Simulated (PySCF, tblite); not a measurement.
Isomers of C7H13FSSi, one GFN2-xTB conformer each. Single-point energies are computed at PBE0/pcSseg-1 (PySCF, gas phase, no added dispersion term), electronic only.

Problem. Rank them by PBE0/pcSseg-1 energy, lowest first (kcal/mol).
A. `[CH2:1]=[C:2]([CH3:3])[C@@:4]([CH3:5])([SiH3:6])[C:7](=[S:8])[CH2:9][F:10]` with C1–C2–C4–C5 80°, C2–C4–C7–S8 137°, C4–C7–C9–F10 -9°
B. `[CH3:1][CH2:2][CH2:3][S:4][SiH2:5][C:6]1=[CH:7][CH2:8][C@@H:9]1[F:10]` with C1–C2–C3–S4 -67°, C2–C3–S4–Si5 106°, C3–S4–Si5–C6 172°, S4–Si5–C6–C7 -13°
C. `[CH2:1]=[CH:2][CH2:3][C@:4]([CH3:5])([SiH3:6])[C:7](=[S:8])[CH2:9][F:10]` with C1–C2–C3–C4 -123°, C2–C3–C4–C5 -69°, C3–C4–C7–S8 -143°, C4–C7–C9–F10 33°
D. `[CH3:1][C@:2]([SiH3:3])([C:4](=[S:5])[CH2:6][F:7])[CH:8]1[CH2:9][CH2:10]1` with C1–C2–C4–S5 20°, C2–C4–C6–F7 -40°, C1–C2–C8–C9 56°
E. `[CH3:1][CH2:2][C@:3]1([F:4])[CH2:5][CH:6]=[C:7]1[SiH2:8][S:9][CH3:10]` with C1–C2–C3–F4 62°, C6–C7–Si8–S9 -24°, C7–Si8–S9–C10 -179°

Solution. E (0.0), B (4.6), A (24.1), C (25.2), D (27.8).

As drawn, the lowest has a four-membered ring and a C=C bond outside aromatic rings, which the highest lacks; the highest has a three-membered ring and a C=S bond, which the lowest lacks. Neighbours under 2.5 kcal/mol apart (C=C(C)[C@@](C)([SiH3])C(=S)CF and C=CC[C@](C)([SiH3])C(=S)CF) can change places with a better method, another conformer or zero-point energy. GFN2-xTB itself gives, in the same order: 0.0, 3.4, 13.2, 17.0, 12.5. Both levels put the same isomer lowest; measured from each level's own lowest isomer, the values differ by up to 15.3 kcal/mol (C[C@]([SiH3])(C(=S)CF)C1CC1: 12.5 against 27.8).

Problem. Which frontier levels, dipoles and rotational constants go with these structures?

Solution. 
```
                       SMILES  HOMO (eV, PBE0/pcSseg-1)  LUMO (eV)  dipole (D)        A, B, C (MHz)
      CC[C@]1(F)CC=C1[SiH2]SC                     -6.75      -0.71        0.99   2147, 442.4, 421.4
      CCCS[SiH2]C1=CC[C@@H]1F                     -6.79      -0.72        1.08   2375, 394.4, 368.8
C=C(C)[C@@](C)([SiH3])C(=S)CF                     -6.50      -2.19        1.74   1153, 842.8, 785.0
   C=CC[C@](C)([SiH3])C(=S)CF                     -6.43      -2.18        1.79  993.4, 821.8, 756.1
  C[C@]([SiH3])(C(=S)CF)C1CC1                     -6.41      -2.20        2.04   1077, 794.4, 772.5
```

Problem. What happens when harmonic zero-point energies from GFN2-xTB frequencies are added?

Solution. 
```
                       SMILES  ZPE (kcal/mol)  electronic (kcal/mol)  with ZPE (kcal/mol)
      CC[C@]1(F)CC=C1[SiH2]SC           111.9                    0.0                  0.0
      CCCS[SiH2]C1=CC[C@@H]1F           112.6                    4.6                  5.4
C=C(C)[C@@](C)([SiH3])C(=S)CF           109.8                   24.1                 22.1
   C=CC[C@](C)([SiH3])C(=S)CF           110.1                   25.2                 23.5
  C[C@]([SiH3])(C(=S)CF)C1CC1           111.2                   27.8                 27.1
```

The zero-point energies span 2.8 kcal/mol. The order is unchanged.
